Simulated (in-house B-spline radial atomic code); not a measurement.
# Ionising Fe⁴⁺ with different functionals

Computed with a radial B-spline atomic code at the basis-set limit: scalar-relativistic (spin-free X2C) Hamiltonian, Fermi nucleus of rms radius 3.7377 fm, spin-polarised at highest spin, spherical fractional occupations for the functionals, the average over the highest-spin determinants for Hartree-Fock. The ionisation energy is the difference of two self-consistent energies, [Ar] 3d4 → [Ar] 3d3, without Breit or QED terms; ε is the level of the shell that loses the electron (its least bound occupied spin orbital).

Hybrids are left out here: with spherical fractional occupations of an open shell their exact exchange keeps a self-interaction that integer-occupation calculations don't have.

```tsv
method	rung	ΔSCF (eV)	-ε(3d) (eV)
Hartree-Fock	Hartree-Fock	75.08	77.08
LDA VWN5	LDA	76.50	65.52
LDA PW92	LDA	76.48	65.51
LDA exchange-only	LDA	74.90	64.00
PBE	GGA	76.29	65.32
PBEsol	GGA	76.25	65.29
BLYP	GGA	76.16	65.17
RPBE	GGA	76.23	65.26
PW91	GGA	76.41	65.43
BP86	GGA	?	?
AM05	GGA	76.26	65.29
OLYP	GGA	76.75	65.72
TPSS	meta-GGA	76.18	65.23
SCAN	meta-GGA	76.63	65.75
r2SCAN	meta-GGA	76.68	65.79
revTPSS	meta-GGA	?	?
```

Problem. What does revTPSS give?

Solution. ΔSCF 76.09 eV, and -ε(3d) = 65.14 eV.

Problem. What does BP86 give?

Solution. ΔSCF 76.29 eV, and -ε(3d) = 65.32 eV.

Problem. How do they compare with the NIST value?

Solution. NIST lists 75.0 eV ± 0.15 (semi-empirical, ground level to ground level). Errors run from -0.10 to +1.75 eV. The correlated functionals all miss on the same side by more than they spread, so the cause is common to them (spin-orbit coupling, Breit-QED terms, multiplet and fine-structure energies, or a listed next ion that isn't the cheapest removal here) and closeness doesn't rank the functionals. Hartree-Fock also lacks correlation.
